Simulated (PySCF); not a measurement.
**Ionisation energy of Ba⁵²⁺ by level of theory**

Ba⁵²⁺ [He] 2s2 (1S) → Ba⁵³⁺ [He] 2s1 (2S), as a difference of total energies. Computed with PySCF 2.14 in an uncontracted even-tempered set (19 s from 29 bohr⁻², ratio 2.2; 8 p from 44 bohr⁻², ratio 2.4; 5 d from 130 bohr⁻², ratio 2.4; 5 f from 200 bohr⁻², ratio 2.4; 4 g from 290 bohr⁻², ratio 2.4), with the spin-free X2C one-electron Hamiltonian (Gaussian nucleus). Correlated levels: nothing frozen; virtual orbitals above 40 to 60 times the deepest correlated orbital energy dropped. The calculations carry no spin-orbit coupling.

```json
{"method": "UHF", "ionisation energy (eV)": "10387.3"}
{"method": "LDA", "ionisation energy (eV)": "10381.6"}
{"method": "PBE", "ionisation energy (eV)": "10393.6"}
{"method": "PBE0", "ionisation energy (eV)": "10392.4"}
{"method": "r2SCAN", "ionisation energy (eV)": "10385.3"}
{"method": "r2SCAN0", "ionisation energy (eV)": "10386.2"}
{"method": "PW91", "ionisation energy (eV)": "10394.6"}
{"method": "MP2 (all electrons)", "ionisation energy (eV)": "10393.0"}
{"method": "SCS-MP2 (all electrons)", "ionisation energy (eV)": "10394.1"}
```

Task: How much does correlation contribute at MP2 (all electrons)?

Result: 10393.0 − (10387.3) = 5.7 eV, measured against UHF.

For this ion Breit and QED terms and the two-electron picture change, all absent here, outweigh the differences among the correlated methods.

For comparison: 10376 ± 4 eV (theoretical estimate listed by NIST; NIST Atomic Spectra Database, ionization energies).
